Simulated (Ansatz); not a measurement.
Cost and result for the atomization energy of H3O4Si (`[O][Si](O)(O)O`) radical (8 atoms, 7 bonds).

Total charge 0; spin multiplicity 2. Geometry: relaxed with PBE0-D4/def2-TZVP. It is one conformer, not always the lowest. Program: Ansatz. Hardware: A = 2 threads of an AMD EPYC 7R13 on a shared host; B = 2 threads of an AMD EPYC 7R13 on a shared host and a share of an NVIDIA H100 80 GB. Times are those of one run each, without the atoms' runs, and a repeat can differ threefold. Electronic energies, without spin–orbit coupling; frozen cores. CCSD(T)/CBS adds CCSD(T) − MP2 in def2-TZVPP to the MP2 limit, and its time is that of the two runs behind it. T1 = 0.015; ⟨S²⟩ of the reference is 0.76. B3LYP takes the VWN-RPA correlation (the form of Gaussian; ORCA's B3LYP/G).

CCSD(T)/CBS is a level of theory with its own doubt, some kJ/mol a heavy atom from the limit and from the frozen cores, so smaller differences don't rank the functionals.

```tsv
level	functions	wall time
CCSD(T)/def2-TZVPP [B]	208	5.5 s
PBE-D4/def2-TZVPP (with forces) [A]	208	6.5 s
MP2/def2-QZVPP [B]	388	9.5 s
PBE0-D4/def2-TZVPP [A]	208	14 s
B3LYP-D4/def2-TZVPP (with forces) [A]	208	15 s
CCSD(T)/CBS(def2)	–	15 s
r2SCAN-D4/def2-TZVPP (with forces) [A]	208	17 s
B2PLYP/def2-TZVPP [A]	208	19 s
ωB97X-V/def2-TZVPP [A]	208	31 s
ωB97M-V/def2-TZVPP (with forces) [A]	208	51 s
```

Problem. What atomization energy does each give, and how far from CCSD(T)/CBS? (An estimate is asked.)

Solution. Computed: 
```csv
level,atomization (kcal/mol),difference from CCSD(T)/CBS,per bond
CCSD(T)/def2-TZVPP [B],748.0,-27.6,-3.9
PBE-D4/def2-TZVPP (with forces) [A],785.0,9.4,1.3
MP2/def2-QZVPP [B],791.4,15.8,2.3
PBE0-D4/def2-TZVPP [A],759.2,-16.4,-2.3
B3LYP-D4/def2-TZVPP (with forces) [A],765.4,-10.2,-1.5
CCSD(T)/CBS(def2),775.6,0.0,0.0
r2SCAN-D4/def2-TZVPP (with forces) [A],775.5,-0.1,0.0
B2PLYP/def2-TZVPP [A],760.9,-14.7,-2.1
ωB97X-V/def2-TZVPP [A],771.2,-4.4,-0.6
ωB97M-V/def2-TZVPP (with forces) [A],773.5,-2.1,-0.3
```

In def2-TZVPP, CCSD(T) changes the Hartree–Fock value by +217.6 kcal/mol (the triples alone add +13.2 kcal/mol) and MP2 by +244.3 kcal/mol; breaking electron pairs costs correlation energy, which Hartree–Fock lacks. From PBE to PBE0 (25 % exact exchange), in def2-TZVPP and without D4, the atomization energy moves by −25.2 kcal/mol: exact exchange takes away binding that semilocal exchange gives to molecules. The D4 term adds +6.0 kcal/mol with B3LYP and +3.1 kcal/mol with PBE0; it sums over pairs of atoms, weighted by their polarisabilities, and B3LYP, whose exchange is more repulsive, gets the larger term.
